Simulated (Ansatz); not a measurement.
Relaxation of AlCl$_{3}$FH$_{5}$NOTa (13 atoms, charge 0, multiplicity 1), to a largest force component of 0.03 eV/Å in at most 50 steps.

The calculation used RKS PBE/def2-SVP (Ansatz).

```xyz
13
Properties=species:S:1:pos:R:3:forces:R:3
Ta -0.890 -0.362 0.167 0.70 -0.87 0.19
F 2.170 0.206 0.470 -0.05 0.37 0.01
Cl -1.031 0.120 2.473 0.01 0.00 -0.01
Cl -0.313 -0.471 -2.122 -0.01 0.00 0.02
N -0.649 1.596 -0.043 0.00 -0.01 0.03
H -0.547 2.232 0.755 0.00 0.01 -0.01
H -0.311 2.030 -0.909 0.00 -0.01 0.00
Cl -3.114 -0.915 -0.111 0.03 0.00 0.01
O 0.248 -1.940 0.558 -0.45 0.96 -0.23
Al 0.496 -3.623 0.961 -0.05 -0.03 0.09
H 1.453 -4.447 -0.014 -0.02 0.03 0.04
H -0.219 -4.182 2.281 0.06 0.04 -0.13
H 2.077 -0.721 0.428 -0.21 -0.51 -0.01
```

Q: Where does it end, and by what steps?

A: The forces met the threshold. After 48 steps the energy has fallen by 1.704 eV; H11 moved furthest, 2.83 Å. Parted: F2–H13 (0.93 → 2.67 Å). Joined: Ta1–F2 (3.13 → 1.89 Å), Cl8–Al10 (4.64 → 2.34 Å), O9–H13 (2.20 → 0.98 Å).

```csv
step,energy less start (eV),largest force component (eV/Å),accepted
0,0.0000,0.961,yes
2,-0.1284,0.448,yes
4,-0.1936,0.453,yes
6,-0.2269,0.154,yes
8,-0.2364,0.090,yes
10,-0.2398,0.109,yes
12,-0.2424,0.329,yes
14,-0.2490,0.132,yes
16,-0.2527,0.045,yes
18,-0.2590,0.109,yes
20,-0.2631,0.203,yes
22,-0.2754,0.394,yes
24,-0.4006,1.001,yes
26,-0.7683,1.182,yes
28,-0.9256,0.749,yes
30,-0.9646,0.331,yes
32,-0.9834,0.174,yes
34,-1.0970,0.310,yes
36,-1.3777,0.399,yes
38,-1.5830,0.801,yes
40,-1.6820,0.225,yes
42,-1.6657,0.878,no
44,-1.7008,0.088,yes
46,-1.7038,0.049,yes
48,-1.7042,0.010,yes
```

```xyz
13
Properties=species:S:1:pos:R:3
Ta 0.160 0.009 0.160
F 1.900 0.541 -0.347
Cl 0.528 0.509 2.430
Cl -0.509 -0.380 -2.061
N -0.956 1.642 0.096
H -1.128 2.267 0.892
H -1.498 1.950 -0.720
Cl -1.720 -1.596 0.912
O 1.035 -1.955 0.350
Al -0.132 -3.311 0.905
H 0.166 -3.753 2.407
H -0.459 -4.320 -0.285
H 1.984 -2.081 0.158
```

Whether the end is a true minimum wasn't checked by a vibrational analysis.

Run time: 2.7 min on 4 threads of Arm Neoverse V2, with other jobs on the host, peak memory 0.3 GiB.
